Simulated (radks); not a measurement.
The numbers below are computed, except where a source is named.
Spin polarisation of the 4f11 shell in Ho+. Start: [Xe] 4f(up 5.5, down 5.5) 6s(up 0.5, down 0.5); electrons of 4f are moved from spin down to spin up, other shells keep equal spins. Code: a radial shooting solver on a logarithmic mesh with Libxc functionals. Model: scalar-relativistic Kohn-Sham, PBE, spin-polarised, spherical densities, point nucleus.

moment (Bohr magnetons),E - E(0) (eV),e(4f up) (eV),e(4f down) (eV),6s down minus up (eV),5p down minus up (eV)
0,0.000,-9.651,-9.651,0.000,0.000
0.75,-0.105,-9.923,-9.365,0.028,0.227
1.5,-0.418,-10.180,-9.065,0.057,0.454
2.25,-0.941,-10.422,-8.750,0.085,0.682
3,-1.673,-10.649,-8.421,0.114,0.911

At moment 3 the spin-polarisation energy is -1.673 eV and the 4f exchange splitting 2.228 eV, that is 0.743 eV per Bohr magneton; E = -I m^2/4 would give I = 0.744 eV.
